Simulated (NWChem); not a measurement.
CH$_{5}$NOSi$_{2}$; SMILES N#CO[SiH2][SiH3]

```xyz
10

N      1.1508    -2.5789    -0.2202
C      0.2500    -1.9000     0.0784
O     -0.7527    -1.1711     0.4380
Si    -1.0539     0.4123    -0.1967
Si     0.8102     1.8241     0.0700
H     -1.4449     0.2502    -1.6211
H     -2.2271     0.8416     0.5984
H      1.2120     1.8734     1.4995
H      1.9484     1.3637    -0.7640
H      0.3882     3.1821    -0.3713
```
Atoms are numbered in this order, from 1.

Computed with NWChem. All runs use the structure optimised with B3LYP/6-31G* (spherical d).

Question: What does the run give for B3LYP/def2-TZVP? Quantities: highest occupied level (eV); orbital gap (eV); dipole (D).

Answer: The highest occupied level (eV) is -8.28 and the orbital gap (eV) comes out as 6.72. The dipole (D) comes out as 4.68.
